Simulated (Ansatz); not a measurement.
`[NH2][Al]([Cl])[Br]` + `CO[SiH2]O[SiH3]` → `[SiH3][O][Al]([Cl])[Br]` + `CO[SiH2]N`  (redistribution)

Computed with Ansatz on PBE0-D4/def2-TZVP structures; ΔE is electronic, products minus reactants. CBS: MP2 limit from def2 TZ/QZ plus the TZ coupled-cluster correction, frozen cores. This one scheme is used for every species. DFT in def2-TZVPP. B3LYP here is the variant with VWN-RPA as its local correlation; programs differ in this. For Br outer-core shells are correlated without core-valence functions, which leaves a few kJ/mol of doubt a bond. Scalar relativity is left out up to krypton. Each species was taken in one conformer, which may not be the lowest.

```
             level  ΔE (kJ/mol)  difference from CCSD(T)/CBS
            PBE-D4          2.5                         -0.4
         r2SCAN-D4          3.0                          0.1
           PBE0-D4          2.3                         -0.6
          B3LYP-D4          3.5                          0.6
           ωB97X-V          3.0                          0.1
           ωB97M-V          2.7                         -0.2
            B2PLYP          1.7                         -1.2
               PBE          1.1                         -1.8
            r2SCAN          2.6                         -0.3
              PBE0          1.1                         -1.8
             B3LYP          1.3                         -1.6
     HF/def2-TZVPP          3.0                          0.1
    MP2/def2-TZVPP          2.2                         -0.7
SCS-MP2/def2-TZVPP          2.8                         -0.1
   CCSD/def2-TZVPP          2.7                         -0.2
CCSD(T)/def2-TZVPP          2.8                         -0.1
     HF/def2-QZVPP          3.0                          0.1
    MP2/def2-QZVPP          2.3                         -0.6
SCS-MP2/def2-QZVPP          2.8                         -0.1
      HF/CBS(def2)          3.1                          0.2
     MP2/CBS(def2)          2.3                         -0.6
    CCSD/CBS(def2)          2.8                         -0.1
       CCSD(T)/CBS          2.9                            0
```

Largest T1 diagnostic among the species: 0.011.
